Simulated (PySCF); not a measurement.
4,4-difluoro-1,3-dioxolane (C3H4F2O2), SMILES FC1(F)COCO1. Geometry optimised at PBE-D3(BJ)/def2-SVP. The values are those of a single conformer.

Calculation: PBE-D3(BJ)/def2-SVP (PySCF).

Harmonic wavenumbers (cm⁻¹): 81, 245, 333, 421, 497, 512, 662, 725, 825, 916, 968, 1019, 1092, 1111, 1142, 1151, 1189, 1219, 1244, 1319, 1384, 1420, 1468, 2885, 2936, 3056, 3084. Rotational constants (GHz): 4.663, 2.394, 2.279; symmetry number 1.

Q: Work out the zero-point energy and the ideal-gas rigid-rotor harmonic-oscillator thermochemistry at 298.15 K and 1 atm.

A: ZPE = ½ Σ hcν = ½ × 32904 cm⁻¹ = 196.81 kJ/mol. H − E(el) = 214.54 kJ/mol. Entropy in J/(mol K): translation 167.38, rotation 112.71, vibration 44.47, total 324.55. G − E(el) = 117.77 kJ/mol. Cp = 95.41 J/(mol K). Modes under 150 cm⁻¹ make the vibrational entropy uncertain.
